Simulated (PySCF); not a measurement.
**Working out the ionisation energy of Zn**

Zn [Ar] 3d10 4s2 (1S) → Zn⁺ [Ar] 3d10 4s1 (2S). Computed with PySCF 2.14 in aug-cc-pVDZ-DK, with scalar relativity by spin-free X2C-1e. Frozen: [Ar]. Energies in hartree (1 hartree = 27.21139 eV):

```tsv
part	Zn (lower)	Zn⁺ (upper)
UHF	-1794.266493	-1793.980412
CCSD correlation	-0.428512	-0.377263
(T)	-0.012816	-0.008353
```

Problem. What does Hartree-Fock give?

Solution. (-1793.980412) − (-1794.266493) = 0.286081 hartree = 7.785 eV.

Problem. What do CCSD and CCSD(T) give?

Solution. The CCSD correlation energies differ by 0.051249 hartree = 1.395 eV and the triples by 0.004463 hartree = 0.121 eV, so CCSD gives 9.180 eV and CCSD(T) 9.301 eV.

Measured between the centres of the two terms (NIST): 9.394 eV, so CCSD(T) (valence) is off by -0.093 eV.

A double-zeta basis recovers only part of the correlation energy.

What remains against the reference includes basis incompleteness, the frozen core and higher excitations.
